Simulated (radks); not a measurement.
The gadolinium ion Gd13+, configuration [Kr] 4d10 4f5.

All-electron calculation, non-relativistic Kohn-Sham, LDA (Slater exchange, Perdew-Wang correlation), spin-unpolarised, spherical densities, point nucleus; relativity is left out, which matters for an element this heavy. Program: a radial shooting solver on a logarithmic mesh with Libxc functionals.

Energy parts (eV):
| part | energy |
|---|---|
| total | -292960.67 |
| kinetic | 292848.41 |
| electron-nucleus | -682865.41 |
| Hartree | 103150.35 |
| exchange-correlation | -6094.02 |

Orbitals (lengths in bohr, moments of r in powers of bohr):
1s: occ. 2; eigenvalue (eV) -47281.55; <r^2> 0.0007519
2s: occ. 2; eigenvalue (eV) -7733.559; <r^2> 0.01196
2p: occ. 6; eigenvalue (eV) -7372.487; <r^2> 0.008887
3s: occ. 2; eigenvalue (eV) -1892.215; <r^2> 0.07742
3p: occ. 6; eigenvalue (eV) -1731.066; <r^2> 0.07243
3d: occ. 10; eigenvalue (eV) -1429.739; <r^2> 0.05783
4s: occ. 2; eigenvalue (eV) -557.6025; <r^2> 0.3805
4p: occ. 6; eigenvalue (eV) -494.0705; <r^2> 0.3980
4d: occ. 10; eigenvalue (eV) -380.1565; <r^2> 0.4387
4f: occ. 5; eigenvalue (eV) -237.9397; <r^2> 0.5412

The highest occupied level is 4f at -237.94 eV. The density falls to 0.001 e/bohr^3 at r = 1.91 bohr. The electron density at the nucleus is 1.862e+05 e/bohr^3.
